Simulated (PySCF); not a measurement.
**Steps of a relaxation of [Bi(NH2)2]+**

[Bi(NH2)2]+ (singlet; a saddle point, relaxed within its symmetry). PySCF 2.14.0, RKS PBE0, Bi def2-SVP with ECP60, N def2-SVP, H def2-SVP; non-relativistic Hamiltonian with scalar-relativistic core potentials where named; density fitting; no spin-orbit coupling. Origin of the start: template. Columns: position (Å) and force (eV/Å). Energies are counted from the last step; some of the 13 steps are shown. Forces carry noise of the integration grid, about 0.01 to 0.03 eV/Å.

Run from Python with OMP_NUM_THREADS=2. Where DIIS fails, smearing, a level shift and second-order steps follow.
It took 26 s on 2 threads of Intel(R) Xeon(R) 6975P-C (Granite Rapids), with other jobs on the host, from the converged density of the start.

```xyz
7
step 0  E = 0.662 eV
Bi    0.0000    0.0000   -0.1194     0.00    0.00   -0.99
N     1.9387    0.0000    0.7482    -0.03    0.00   -0.07
H     2.4772   -0.8300    0.9892    -0.12   -0.21    0.28
H     2.4772    0.8300    0.9892    -0.12    0.21    0.28
N    -1.9387    0.0000    0.7482     0.03    0.00   -0.07
H    -2.4772    0.8300    0.9892     0.12    0.21    0.28
H    -2.4772   -0.8300    0.9892     0.12   -0.21    0.28
```

```xyz
7
step 4  E = 0.095 eV
Bi    0.0000    0.0000   -0.5108     0.00    0.00   -0.56
N     1.7506    0.0000    0.6295     0.64    0.00    0.54
H     2.0701   -0.8323    1.1465    -0.24    0.22   -0.13
H     2.0701    0.8323    1.1465    -0.24   -0.22   -0.13
N    -1.7506    0.0000    0.6295    -0.64    0.00    0.54
H    -2.0701    0.8323    1.1465     0.24   -0.22   -0.13
H    -2.0701   -0.8323    1.1465     0.24    0.22   -0.13
```

```xyz
7
step 8  E = 0.013 eV
Bi    0.0000    0.0000   -0.6332     0.00    0.00   -0.23
N     1.7089    0.0000    0.5922     0.37    0.00    0.54
H     1.8522   -0.8270    1.1957    -0.09    0.27   -0.21
H     1.8522    0.8270    1.1957    -0.09   -0.27   -0.21
N    -1.7089    0.0000    0.5922    -0.37    0.00    0.54
H    -1.8522    0.8270    1.1957     0.09   -0.27   -0.21
H    -1.8522   -0.8270    1.1957     0.09    0.27   -0.21
```

Question: Where does the relaxation end?

Answer: It converges at step 12 in C2v:
```xyz
7
step 12  E = 0
Bi    0.0000    0.0000   -0.6470
N     1.7214    0.0000    0.5908
H     1.8160   -0.8204    1.1999
H     1.8160    0.8204    1.1999
N    -1.7214    0.0000    0.5908
H    -1.8160    0.8204    1.1999
H    -1.8160   -0.8204    1.1999
```

Question: How did the contacts change?

Answer: 
```csv
contact,start (Å),end (Å)
Bi1–N2 (NH2),2.124,2.120
Bi1–N5 (NH2),2.124,2.120
```
